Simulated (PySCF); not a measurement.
**Two probes of the same atoms: core binding energy and nuclear shielding**

Compound: C₆H₁₁AlOS.
Cartesian coordinates in Å at the PBE0-D3(BJ)/def2-SVP level; atoms count from 1:
```xyz
20
C6H11AlOS angstrom
C     -2.031   -0.028    1.214
S     -1.855   -0.788   -0.412
Al    -1.460    1.249   -1.763
C     -0.246   -1.662   -0.218
C      0.913   -0.795    0.052
C      1.522   -0.376    1.204
C      2.570    0.507    0.801
C      2.512    0.554   -0.560
O      1.520   -0.232   -1.016
H     -1.148    0.586    1.440
H     -2.918    0.617    1.158
H     -2.185   -0.804    1.977
H     -0.401    2.001   -0.820
H     -0.974    0.594   -3.140
H     -2.983    1.748   -1.646
H     -0.121   -2.204   -1.167
H     -0.387   -2.397    0.586
H      1.260   -0.674    2.217
H      3.274    1.036    1.439
H      3.088    1.084   -1.314
```

Binding energies: delta-SCF UKS SCAN, pcX-2 on the ionised atom, pcseg-1 elsewhere, spin-free X2C (PySCF). Shieldings: GIAO HF/pcSseg-1, non-relativistic, same geometry.

| atom | isotropic shielding (ppm) |
| --- | --- |
| C1 | 174.6 |
| C4 | 161.3 |
| C5 | 40.6 |
| C6 | 70.6 |
| C7 | 75.4 |
| C8 | 38.1 |

Problem. What are the C 1s binding energies of these atoms?

Solution. 
| atom | environment | C 1s (eV) | isotropic shielding (ppm) |
| --- | --- | --- | --- |
| C7 | aromatic CH carbon | 290.59 | 75.4 |
| C6 | aromatic CH carbon | 290.60 | 70.6 |
| C8 | aromatic CH next to a ring oxygen | 291.67 | 38.1 |
| C1 | S-methyl carbon | 291.70 | 174.6 |
| C5 | substituted aromatic carbon | 291.97 | 40.6 |
| C4 | sp3 carbon bound to sulfur | 292.08 | 161.3 |

Problem. Among the listed atoms, is the one with the highest binding energy also the least shielded?

Solution. No. The highest binding energy is at C4 (292.08 eV, shielding 161.3 ppm), the lowest shielding at C8 (38.1 ppm, 291.67 eV).

Over these 6 sites the two quantities correlate at r = 0.29. By binding energy: C7 ≈ C6 < C8 ≈ C1 < C5 < C4. By shielding: C8 < C5 < C6 < C7 < C4 < C1.

Isolated species at its PBE0-D3(BJ)/def2-SVP geometry (one conformer only).
